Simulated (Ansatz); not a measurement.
Cost and result for the atomization energy of `CB(O)CN` (13 atoms, 12 bonds).

```xyz
13

C     0.2276   -0.5989   -1.5408
B     0.0700    0.5798   -0.5250
O     0.0363    1.8486   -1.0242
C    -0.0709    0.3629    1.0364
N     0.0610   -1.0224    1.4655
H     1.0322   -1.2707   -1.2268
H    -0.6817   -1.2130   -1.5530
H     0.4143   -0.2590   -2.5604
H    -0.0702    2.5242   -0.3488
H     0.7258    0.9502    1.5158
H    -1.0133    0.8468    1.3588
H    -0.1550   -1.1288    2.4479
H    -0.5761   -1.6195    0.9548
```

Charge 0, multiplicity 1. The geometry is a stationary point of PBE0-D4/def2-TZVP. It is one conformer, not always the lowest. Program: Ansatz. All runs use 4 threads of an Arm Neoverse V1 on a shared host. Times are those of one run each, without the atoms' runs, and a repeat can differ threefold. Electronic energies, without spin–orbit coupling; frozen cores. CCSD(T)/CBS adds CCSD(T) − MP2 in def2-TZVPP to the MP2 limit, and its time is that of the two runs behind it. T1 = 0.011. B3LYP takes the VWN-RPA correlation (the form of Gaussian; ORCA's B3LYP/G).

CCSD(T)/CBS is a level of theory with its own doubt, some kJ/mol a heavy atom from the limit and from the frozen cores, so smaller differences don't rank the functionals.

| level | functions | wall time |
| --- | --- | --- |
| PBE-D4/def2-TZVPP (with forces) | 267 | 2.6 s |
| PBE0-D4/def2-TZVPP | 267 | 2.6 s |
| B3LYP-D4/def2-TZVPP (with forces) | 267 | 4.3 s |
| r2SCAN-D4/def2-TZVPP (with forces) | 267 | 4.6 s |
| B2PLYP/def2-TZVPP | 267 | 5.5 s |
| ωB97X-V/def2-TZVPP | 267 | 7.5 s |
| ωB97M-V/def2-TZVPP (with forces) | 267 | 11 s |
| MP2/def2-QZVPP | 525 | 28 s |
| CCSD(T)/def2-TZVPP | 267 | 3.2 min |
| CCSD(T)/CBS(def2) | – | 3.6 min |

(1) What atomization energy does each give, and how far from CCSD(T)/CBS? (An estimate is asked.)

Results:

(1) The calculation gave: 
| level | atomization (kcal/mol) | difference from CCSD(T)/CBS | per bond |
| --- | --- | --- | --- |
| PBE-D4/def2-TZVPP (with forces) | 1236.4 | 27.5 | 2.3 |
| PBE0-D4/def2-TZVPP | 1215.3 | 6.4 | 0.5 |
| B3LYP-D4/def2-TZVPP (with forces) | 1214.1 | 5.2 | 0.4 |
| r2SCAN-D4/def2-TZVPP (with forces) | 1212.8 | 3.9 | 0.3 |
| B2PLYP/def2-TZVPP | 1200.8 | -8.1 | -0.7 |
| ωB97X-V/def2-TZVPP | 1212.6 | 3.7 | 0.3 |
| ωB97M-V/def2-TZVPP (with forces) | 1216.4 | 7.5 | 0.6 |
| MP2/def2-QZVPP | 1214.4 | 5.5 | 0.5 |
| CCSD(T)/def2-TZVPP | 1179.0 | -29.9 | -2.5 |
| CCSD(T)/CBS(def2) | 1208.9 | 0.0 | 0.0 |

In def2-TZVPP, CCSD(T) changes the Hartree–Fock value by +292.9 kcal/mol (the triples alone add +15.8 kcal/mol) and MP2 by +310.6 kcal/mol; breaking electron pairs costs correlation energy, which Hartree–Fock lacks. From PBE to PBE0 (25 % exact exchange), in def2-TZVPP and without D4, the atomization energy moves by −20.4 kcal/mol: exact exchange takes away binding that semilocal exchange gives to molecules. The D4 term adds +7.9 kcal/mol with B3LYP and +4.2 kcal/mol with PBE0; it sums over pairs of atoms, weighted by their polarisabilities, and B3LYP, whose exchange is more repulsive, gets the larger term.
